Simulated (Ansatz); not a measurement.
`[Cl][SnH]([Cl])[Cl]` + `N[SiH2]C[SeH]` → `[Cl][SnH]([Cl])[SeH]` + `N[SiH2]CCl`  (redistribution)

Gas-phase electronic energies from Ansatz, PBE0-D4/def2-TZVP geometries. CBS: MP2 limit from def2 TZ/QZ plus the TZ coupled-cluster correction, frozen cores. Functionals use def2-TZVPP. Elements past krypton have def2 core potentials. For Se, Sn outer-core shells are correlated without core-valence functions, which leaves a few kJ/mol of doubt a bond. Scalar relativity is left out up to krypton. Each species was taken in one conformer, which may not be the lowest.

```json
{"level": "PBE-D4", "ΔE (eV)": "0.30"}
{"level": "HF/def2-TZVPP", "ΔE (eV)": "0.34"}
```

(1) What does CCSD(T)/CBS give? (Best estimate.)

Largest T1 diagnostic among the species: 0.011.

Answers

(1) The calculation gave: +0.34 eV. The listed levels differ from it by -0.04, 0.00 eV.

In def2-TZVPP, CCSD(T) changes the Hartree–Fock value by +0.05 eV (the triples alone add +0.00 eV) and MP2 by +0.06 eV.
